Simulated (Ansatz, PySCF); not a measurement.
Here is a job for Ansatz (an electronic-structure program).
Ansatz 0.2 input:
```yaml
crystal:
  periodic: [false, false, false]
  atoms:
    - {symbol: Al, position_ang: [-0.00852086, 0.11601664, 0.09405889]}
    - {symbol: H, position_ang: [0.59235466, -1.44177485, 0.61327871]}
    - {symbol: H, position_ang: [-0.41209475, 1.22776837, -0.98292216]}
    - {symbol: H, position_ang: [-0.06948873, -1.29420984, -0.85312208]}
basis:
  gaussian:
    orbitals: def2-SVP
magnetization: {spin_polarized: true, initial_magnetization: 2}
correlation: {method: mp2, electrons: outside_noble_gas}
accuracy: high
```

Question: Convert this to an input for PySCF.

Answer: This is not unique; one that fits is 
```python
from pyscf import gto, scf, mp

mol = gto.M(
    atom='''
Al   -0.008521    0.116017    0.094059
H     0.592355   -1.441775    0.613279
H    -0.412095    1.227768   -0.982922
H    -0.069489   -1.294210   -0.853122
''',
    basis='def2-svp',
    charge=0,
    spin=2,
    verbose=4,
)

mf = scf.UHF(mol)
mf.kernel()

pt = mp.MP2(mf, frozen=5)
pt.kernel()
print('E(MP2) = %.10f' % pt.e_tot)
```

Both were run: Ansatz gave -243.474763 Eh and PySCF -243.474763 Eh, 0.000 mEh apart.
